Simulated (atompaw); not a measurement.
# Pb (Z = 82): one change to a PAW (atompaw) potential, before and after

atompaw 4.2.0.5 input, output lines left out:

```
Pb 82
GGA-PBE scalarrelativistic loggrid 2001 logderivrange -3 5 201
6 6 5 4 0 0
6 1 1.5
0 0 0
c
c
c
c
c
v
c
c
c
c
v
c
c
c
c
2
2.95 2.35 2.55 2.20
y
-0.7
n
y
1.6
n
y
0.35
y
2.5
n
custom rrkj gramschmidtortho sinc
3 0 troulliermartins
2.95
2.95
2.95
2.95
2.95
2.80
```

Change: local potential troulliermartins scheme with l = 3 at 0 Ry, radius 2.18 bohr.

Cutoffs: the cutoffs (Ry, on a coarse ladder) from which the occupation-weighted sum of valence levels, in a spherical-Bessel basis at the reference potential, stays within 10 and 1 mRy of its value at 400 Ry; they do not see the model core or the augmentation charge, which bear on the density cutoff.

**Question.** What does the change do?

**Answer.** Both files are so soft that the ladder of cutoffs tells neither apart; both files keep a bound ghost (s); the range in which the s phases agree widens (upper end -0.2 → 1.6).

| quantity | base | changed |
| --- | --- | --- |
| cutoff, loose | 6 Ry | 6 Ry |
| cutoff, tight | 8 Ry | 8 Ry |
| bound ghosts | s | s |
| s: phases at 2.96 bohr within 0.05 rad from the reference energy up to (Ry; the scan ends near 5) | -0.2 | 1.6 |
| p: phases at 2.96 bohr within 0.05 rad from the reference energy up to (Ry; the scan ends near 5) | 2.9 | 2.0 |
| d: phases at 2.96 bohr within 0.05 rad from the reference energy up to (Ry; the scan ends near 5) | 2.4 | 1.6 |
| lowest overlap eigenvalue by channel | s 0.21, p 0.42, d 0.86 | s 0.14, p 0.35, d 0.86 |

 A true bound ghost makes a file unfit for plane-wave use even where its test errors are small: the radial tests pick states by their node count and pass the ghost by. The cutoffs see the waves, projectors and local potential, not the compensation charge or the core.
